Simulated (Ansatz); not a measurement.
Program: Ansatz. Geometries: PBE0-D4/def2-TZVP. ΔE: electronic, gas phase. CCSD(T)/CBS adds triple-zeta CCSD(T) − MP2 to the extrapolated MP2 energy (def2 sets, frozen cores). This one scheme is used for every species. For Ge outer-core shells are correlated without core-valence functions, which leaves a few kJ/mol of doubt a bond. Scalar relativity is left out up to krypton. One conformer a species, not always the lowest.

Consider the ligand exchange at a Ge–C bond: `CC[O][Ge]([CH3])([O]CC)[O]CC` + H–F → `CC[O][Ge]([F])([O]CC)[O]CC` + CH₄.

```tsv
level	ΔE (kJ/mol)
MP2/def2-SVP	-88.5
SCS-MP2/def2-TZVPP	-77.7
```

(1) What does CCSD(T)/CBS give? (Best estimate.)

Largest T1 diagnostic among the species: 0.012.

Answers

(1) The calculation gave: -67.3 kJ/mol. The listed levels differ from it by -21.2, -10.4 kJ/mol.

Leaving LDA and LC-ωPBE aside and taking each functional with its dispersion term where it has one, the values, not all of them listed here, spread over 19.6 kJ/mol, from B97M-V to revPBE-D4. LDA lies +17.2 kJ/mol from PBE without D4. In def2-TZVPP, CCSD(T) changes the Hartree–Fock value by +34.7 kJ/mol (the triples alone add +3.4 kJ/mol) and MP2 by +37.9 kJ/mol.
